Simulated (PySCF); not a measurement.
B(H)(OH)(OiPr), C₃H₉BO₂, SMILES CC(C)OBO, GFN2-xTB optimised geometry.

```
15

B      0.92     1.01     0.00
H      0.37     2.05     0.00
O      2.26     1.01     0.00
H      2.65     0.13     0.00
O      0.27    -0.17     0.00
C     -1.14    -0.31     0.00
C     -1.56    -1.05     1.27
C     -1.56    -1.07    -1.26
H     -1.60     0.69    -0.01
H     -1.11    -2.04     1.29
H     -2.65    -1.16     1.29
H     -1.24    -0.50     2.15
H     -1.24    -0.53    -2.14
H     -1.10    -2.05    -1.27
H     -2.64    -1.18    -1.29
```

Density from PySCF with PBE0/def2-TZVP at that geometry.

Minimum of the electron density along straight lines between bonded atoms, close to the bond critical point (lines longer than 1.1 times the sum of covalent radii, or with two minima, are not listed):

| bond | length / Å | ρ at the minimum / e bohr⁻³ | ∇²ρ there / e bohr⁻⁵ | position (fraction from the first atom) |
|---|---|---|---|---|
| B1–H2 | 1.177 | 0.191 | -0.36 | 0.44 |
| B1–O3 | 1.345 | 0.218 | 1.04 | 0.33 |
| O3–H4 | 0.959 | 0.362 | -2.50 | 0.81 |
| B1–O5 | 1.349 | 0.212 | 1.06 | 0.33 |
| O5–C6 | 1.414 | 0.255 | -0.49 | 0.65 |
| C6–C7 | 1.528 | 0.251 | -0.64 | 0.51 |
| C6–C8 | 1.528 | 0.251 | -0.64 | 0.51 |
| C6–H9 | 1.101 | 0.283 | -0.99 | 0.65 |
| C7–H10 | 1.087 | 0.279 | -0.96 | 0.64 |
| C7–H11 | 1.086 | 0.279 | -0.96 | 0.64 |
| C7–H12 | 1.087 | 0.280 | -0.96 | 0.64 |
| C8–H13 | 1.087 | 0.280 | -0.96 | 0.64 |
| C8–H14 | 1.087 | 0.279 | -0.96 | 0.64 |
| C8–H15 | 1.086 | 0.279 | -0.96 | 0.64 |
